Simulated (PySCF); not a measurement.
SMILES [SeH]C[SeH] (CH4Se2), singlet at its PBE0/def2-SVP optimised geometry (Å):

```
7

Se     1.3599    -0.8207     0.0000
C     -0.5883    -0.8207     0.0000
Se    -1.4831     0.9098     0.0000
H      1.4831     0.0054     1.2108
H     -0.8799    -1.3989    -0.8871
H     -0.9679    -1.3454     0.8870
H     -0.8050     1.3989    -1.2102
```

Level of theory: PBE0/def2-TZVP in PySCF. Cells within 0.4 Å of a nucleus heavier than hydrogen are left out (blank, or x).

Map of the deformation density (molecule minus spherical neutral atoms) (e/bohr³) on the plane z = 0.0 Å:

```
|222222222222222222222222222|
|222222222222222222222222222|
|222222222222222222222222222|
|222222222222222222222222222|
|222222112222222222222222222|
|222221111222222222222222222|
|222221111232222222222222222|
|222222222333222222222222222|
|222334433443222222222222222|
|2233573xx232222222222222222|
|2234682xx111111222222222222|
|2233575xx112211122222222222|
|222344422454221112333222222|
|222222235896322212443212222|
|222222235896344312343111222|
|2222221123xx67851xxx3111122|
|2222211100xxx9961xxx4111122|
|2222211113xx25752xxx5311222|
|222222112462024334576422222|
|222222112331012234775322222|
|222222211111111223454322222|
|222222221111111223333322222|
|222222222211122222222222222|
|222222222222222222222222222|
|222222222222222222222222222|
|222222222222222222222222222|
|222222222222222222222222222|
```
Scale: ten equal steps from -0.013 (start of '0') to 0.037 (end of '9'), in the order '0123456789'; x runs from -3.50 to 3.50, y from -3.50 (bottom) to 3.50 (top).
